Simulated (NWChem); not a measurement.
## One site exchanged: F, H, Cl, Br

Each species was optimised at B3LYP/6-31G* with NWChem, gas phase unless a solvent is named. Pople sets run with spherical d functions. This build's default masses of Se (78.918 u) and Br (79.917 u) are each other's, which moves their modes by up to 0.6 %. Shieldings are non-relativistic GIAO values without spin-orbit effects.

A: C[SiH](F)Cl (CH4ClFSi)
B: C[SiH2]Cl (CH5ClSi)
C: C[SiH](Cl)Cl (CH₄Cl₂Si)
D: C[SiH](Cl)Br (CH₄BrClSi)

| quantity | A (F) | B (H) | C (Cl) | D (Br) |
|---|---|---|---|---|
| Pauling electronegativity of the site (pymatgen's table) | 3.98 | 2.20 | 3.16 | 2.96 |
| electrons in the molecule | 50 | 42 | 58 | 76 |
| dipole (D), B3LYP/6-31G* | 2.42 | 2.35 | 2.52 | 2.47 |
| orbital gap (eV), B3LYP/6-31G* | 9.39 | 8.59 | 8.73 | 7.84 |
| highest harmonic frequency (cm⁻¹), B3LYP/6-31G* | 3139 | 3140 | 3143 | 3145 |
| static polarisability, CAM-B3LYP/def2-SVPD (bohr³) | 51.3 | 54.0 | 65.4 | 73.6 |
| lowest singlet excitation, CAM-B3LYP/def2-SVPD, TDA (eV) | 8.24 | 7.64 | 7.74 | 6.87 |
| SMD solvation free energy in water, B3LYP/6-31G* (kcal/mol) | -0.1 | 0.4 | -0.6 | -1.0 |
| SMD solvation free energy in n-hexane, B3LYP/6-31G* (kcal/mol) | -2.6 | -2.4 | -3.6 | -4.3 |
| 29Si shift against tetramethylsilane, PBE0/pcSseg-1 (ppm) | 20.6 | -2.9 | 32.2 | 38.9 |
| 29Si shift against tetramethylsilane, PBE/pcSseg-1 (ppm) | 21.8 | -2.9 | 33.9 | 41.5 |

“Dipole (D), B3LYP/6-31G*” runs from 2.35 in B (H) to 2.52 in C (Cl), in no step with either the site's electronegativity or the electron count. “Orbital gap (eV), B3LYP/6-31G*” runs from 7.84 in D (Br) to 9.39 in A (F), in no step with either the site's electronegativity or the electron count. “Static polarisability, CAM-B3LYP/def2-SVPD (bohr³)” runs from 51.3 in A (F) to 73.6 in D (Br), in no step with either the site's electronegativity or the electron count. “Lowest singlet excitation, CAM-B3LYP/def2-SVPD, TDA (eV)” runs from 6.87 in D (Br) to 8.24 in A (F), in no step with either the site's electronegativity or the electron count. “SMD solvation free energy in water, B3LYP/6-31G* (kcal/mol)” runs from -1.0 in D (Br) to 0.4 in B (H), falling in step with the number of electrons. “SMD solvation free energy in n-hexane, B3LYP/6-31G* (kcal/mol)” runs from -4.3 in D (Br) to -2.4 in B (H), falling in step with the number of electrons. “29Si shift against tetramethylsilane, PBE0/pcSseg-1 (ppm)” runs from -2.9 in B (H) to 38.9 in D (Br), rising in step with the number of electrons. “29Si shift against tetramethylsilane, PBE/pcSseg-1 (ppm)” runs from -2.9 in B (H) to 41.5 in D (Br), rising in step with the number of electrons. The order by orbital gap (eV) is the same as the order by lowest singlet excitation.

These are trends among computed rows of three or four species; they are not measurements.
